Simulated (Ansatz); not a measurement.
Total energies of the cluster Ge₃O₉H₆ from Ansatz at PBE0-D4/def2-SVP, gas phase (1 Eh = 27.2114 eV = 2625.5 kJ/mol). The reference geometry is relaxed at PBE-D4/def2-SVP.

```csv
atom,x (Å),y (Å),z (Å)
Ge1,1.278,-0.623,-1.659
Ge2,-0.890,-0.905,1.625
Ge3,0.987,1.680,1.169
O4,2.430,1.186,-1.387
O5,-1.449,-2.372,2.157
O6,1.003,1.275,-0.957
O7,-1.984,0.614,1.483
O8,-1.349,-1.219,-0.496
O9,2.868,1.288,1.022
O10,-3.152,0.235,0.688
O11,0.692,-0.235,-3.315
O12,0.699,-0.149,1.596
H13,-1.558,-2.177,-0.433
H14,-3.749,-0.146,1.371
H15,2.980,0.381,1.382
H16,0.563,0.723,-3.461
H17,2.869,1.198,-0.385
H18,-2.239,-0.754,-0.399
```

```tsv
state	geometry	energy (Eh)
charge 0 singlet	reference	-6908.81225
charge 1 doublet	reference	-6908.47383
charge 1 doublet	relaxed at PBE-D4/def2-SVP	-6908.52129
charge -1 doublet	reference	-6908.81061
free Ge atom (triplet)	–	-2076.39507
free O atom (triplet)	–	-74.92490
free H atom (doublet)	–	-0.50029
```

The structure holds 2 bonds between oxygen atoms, so isomers without such links may lie far lower.

(1) Work out the vertical ionisation energy to the doublet.

(2) Work out the vertical electron affinity, to the doublet.

(3) Give the fundamental gap IE − EA, the Mulliken electronegativity (IE + EA)/2 and the hardness (IE − EA)/2.

(4) How much does the charge 1 doublet relax, and what is the adiabatic ionisation energy?

(5) What is the binding energy per atom against free atoms?

(1) E(charge 1 doublet) − E(charge 0 singlet) = -6908.47383 − (-6908.81225) = 0.33842 Eh = 9.21 eV. For comparison, −ε of the highest occupied level is 7.50 eV at this level, 1.71 eV less.

(2) E(charge 0 singlet) − E(charge -1 doublet) = -6908.81225 − (-6908.81061) = -0.00164 Eh = -0.04 eV; so near zero that its sign isn't settled. The basis lacks diffuse functions, which makes affinities too small.

(3) From the values in Eh: IE − EA = 0.33842 − (-0.00164) = 0.34006 Eh = 9.25 eV; (IE + EA)/2 = 4.58 eV; (IE − EA)/2 = 4.63 eV. The HOMO–LUMO gap of the same run is 6.05 eV, 3.20 eV smaller than the fundamental gap.

(4) Relaxation: -6908.47383 − (-6908.52129) = 0.04746 Eh = 1.29 eV. Adiabatic ionisation energy: 0.29096 Eh = 7.92 eV, without zero-point energy. 

(5) Atoms: 3 × (-2076.39507) + 9 × (-74.92490) + 6 × (-0.50029) = -6906.51105 Eh. Binding: -6906.51105 − (-6908.81225) = 2.30120 Eh = 62.62 eV, or 3.48 eV for each of 18 atoms (no zero-point energy, no counterpoise term).

At PBE0-D4/def2-SVP the highest occupied level of the charge -1 doublet lies above zero (up to 1.57 eV). Energy differences put its binding near zero (-0.04 eV; vertical, to the charge 0 singlet, at PBE0-D4/def2-SVP), which leaves it undecided.  

The structure comes from a short search, and lower isomers may exist.
